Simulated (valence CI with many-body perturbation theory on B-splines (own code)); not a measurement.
## Sensitivity of CI+MBPT for Tb⁵⁰⁺

Calculated by relativistic CI+MBPT: five valence electrons over a frozen Dirac-Fock core [Ne], a basis of 6 s, 6 p, 5 d, 3 f, 1 g functions for each j, with the one-electron correlation potential Σ1, the two-electron term Σ2, the three-electron term Σ3, Breit, model QED; selected CI, second order for the rest, scaled by the run's own slope (own B-spline code, finite nucleus).

The last digits are not significant, and no measured levels were compared; by estimate large intervals hold to a few tenths of a per cent, small ones and those within an open d or f shell to about a per cent. Among the levels kept, up to 700 cm⁻¹ of a level comes from second order outside the variational space, and about a tenth of that is noise between levels of different J, which matters for small intervals.

The reference run has the lowest level (3s^2 3p1/2^2 3p3/2) J=3/2 and an ionisation energy of 4462.54 eV. Its largest variational space holds 10000 state functions.

Levels are named by their leading jj configuration (3d3/2^4 stands for four electrons in 3d with j = 3/2), which in mixed levels can hold well under half, so a name can repeat and another be missing. Letters in brackets count levels of one name in rising energy.

Changed runs:
A. orbitals per symmetry with explicit Σ2 and valence Breit (the others get mean screening factors) 5 → 1
B. shift of the energy in Σ1 (hartree) 0 → 33.611
C. lowest core n in screening and Σ2 1 → 3
D. size limit of the variational space 10000 → 300; second order for the rest on → off (bad on purpose)

Excitation energies of the reference run in cm⁻¹, and shifts in cm⁻¹:

| Level | Reference | A | B | D |
| --- | --- | --- | --- | --- |
| (3s^2 3p1/2 3p3/2^2) J=3/2 | 1450910 | -11 | +107 | -61 |
| (3s^2 3p1/2 3p3/2^2) J=5/2 | 1533670 | -20 | +107 | +80 |
| (3s^2 3p1/2^2 3d3/2) J=3/2 | 1566120 | -39 | -90 | +613 |
| (3s^2 3p1/2 3p3/2^2) J=1/2 | 1637820 | +60 | +108 | -1870 |
| (3s^2 3p1/2^2 3d5/2) J=5/2 | 2000140 | -22 | -36 | +2379 |
| (3s 3p1/2^2 3p3/2^2) J=5/2 | 2602360 | -45 | -10 | +2331 |
| (3s 3p1/2^2 3p3/2^2) J=3/2 | 2808900 | -4.1 | -2.5 | +2053 |
| (3s 3p1/2^2 3p3/2^2) J=1/2 | 2812430 | +48 | -5.2 | +518 |
| (3s^2 3p1/2 3p3/2 3d3/2) J=5/2 [a] | 3003690 | -89 | +16 | +2544 |
| (3s^2 3p1/2 3p3/2 3d3/2) J=3/2 [a] | 3022330 | -56 | +15 | +1764 |
| (3s^2 3p1/2 3p3/2 3d3/2) J=1/2 [a] | 3023650 | -36 | +17 | -282 |
| (3s^2 3p1/2 3p3/2 3d3/2) J=7/2 | 3087690 | -108 | +19 | +2220 |
| Ionisation energy (eV) | 4462.54 | +0.0054 | +0.10 | -0.81 |

Run C: It gave no result: the setting left no core shell for the response of the core. The program said: "need at least one array to concatenate".
